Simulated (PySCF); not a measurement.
## Correlation energy of Ge³⁺ (germanium, charge +3)

Starting occupation: [Ar] 3d9 4s2, 3d3/2 with m_j = -3/2, -1/2, +1/2, +3/2, 3d5/2 with m_j = -3/2, -1/2, +1/2, +3/2, +5/2. All numbers are calculated (PySCF 2.14, X2C-1e with screened-nucleus spin-orbit coupling, Gaussian nucleus, in x2c-TZVPall-2c (6s7p4d1f, 54 functions)). Frozen: [Ne]; 19 electrons correlated.

MP2 pair energies summed by pair of shells (mhartree):

```
 pair  energy  share (%)
3d-3p  -65.27       28.2
3d-3d  -61.98       26.8
4s-4s  -28.58       12.4
3p-3p  -23.52       10.2
3d-4s  -16.47        7.1
3d-3s  -14.29        6.2
3p-3s  -10.61        4.6
3p-4s   -8.28        3.6
3s-3s   -1.39        0.6
3s-4s   -0.75        0.3
```

Total MP2 correlation energy: -231.14 mhartree.

The GHF reference relaxed away from the jj start to a determinant that is no pure jj level (⟨S²⟩ = 0.75, ⟨J²⟩ = 8.75); the energies belong to that determinant.

This basis was not built for core-valence correlation, so the inner-shell part is incomplete.
